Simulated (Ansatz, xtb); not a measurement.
System: sum formula HSeCl₂, charge 1, multiplicity 1. It need not be the lowest isomer of its formula. SMILES: Cl[SeH+]Cl
Structure (B3LYP-D3(BJ)/def2-TZVP (Ansatz, an electronic-structure program) minimum search):
```xyz
4

Se     0.1974    -0.1636     0.5841
Cl     0.9084     1.4315    -0.6290
Cl    -1.2571    -1.1435    -0.6183
H     -0.7848     0.6656     1.3450
```
Charge +1, spin multiplicity 1.

Harmonic wavenumbers from GFN2-xTB (xtb, at its own minimum), cm⁻¹: 156, 367, 388, 658, 705, 1852.

### Question
Give the harmonic wavenumbers at B3LYP-D3(BJ)/def2-TZVP (Ansatz, finite differences of forces, unscaled).

### Answer
164, 427, 433, 752, 811, 2285 cm⁻¹. Zero-point energy 7.0 kcal/mol.

### Question
From these and the geometry, give the ideal-gas thermochemistry at 298.15 K and 1 atm (rigid rotor, harmonic oscillator).

### Answer
Point group Cs, rotational symmetry number 1. Rotational constants 7.647, 2.492, 1.91 GHz. S(trans) 40.94, S(rot) 26.58, S(vib) 4.67, S(elec, spin only) 0.00, S 72.2 cal/(mol K). H(298) - H(0) 3.22 kcal/mol; G - E(el) -11.3 kcal/mol.
